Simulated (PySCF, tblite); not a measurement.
Give a GFN2-xTB geometry of `CC(C)N1C=NN=C1`.

```
atom  x, y, z in Å
C1    -1.191    0.623   -1.184
C2    -0.662   -0.346   -0.128
C3    -1.288   -0.084    1.241
N4     0.778   -0.251   -0.043
C5     1.542    0.822    0.303
N6     2.803    0.518    0.263
N7     2.904   -0.767   -0.111
C8     1.701   -1.220   -0.292
H9    -0.712    0.439   -2.143
H10   -2.264    0.492   -1.299
H11   -0.997    1.652   -0.890
H12   -0.886   -1.375   -0.436
H13   -1.096    0.938    1.560
H14   -2.363   -0.234    1.189
H15   -0.876   -0.762    1.985
H16    1.149    1.781    0.570
H17    1.450   -2.215   -0.595
```

Orientation and origin are arbitrary. Atoms count from 1 in this order. The C–N distances run from 1.298 Å (N7–C8, aromatic) to 1.446 Å (C2–N4, drawn single), a spread of 0.148 Å. The 5-membered ring N4–C5–N6–N7–C8 has internal angles of 103.1° to 110.8°; it is planar, 0.00 Å rms from its mean plane, widest ring torsion 0°. Of the pairs four or more bonds apart, C5···H13 is among the closest relative to their van der Waals radii: 2.92 Å, 101 % of the sum of Bondi's values. N4 (pyrrole-type nitrogen) is planar (angles 128.7°, 128.2° and 103.1°, sum 360.0°, 0.00 Å off the plane of its three neighbours).

Bonds between heavy atoms (Å): C1–C2 1.528, C2–C3 1.528, C2–N4 1.446, N4–C5 1.362, C5–N6 1.298, N6–N7 1.342, N7–C8 1.298, N4–C8 1.361.

The geometry is computed with GFN2-xTB (gas phase).

Point group: Cs (tolerance 0.08 Å). Its GFN2-xTB frequencies are all real (lowest 39 cm⁻¹). One conformer, not necessarily the lowest (C1–C2–N4–C5 62°).
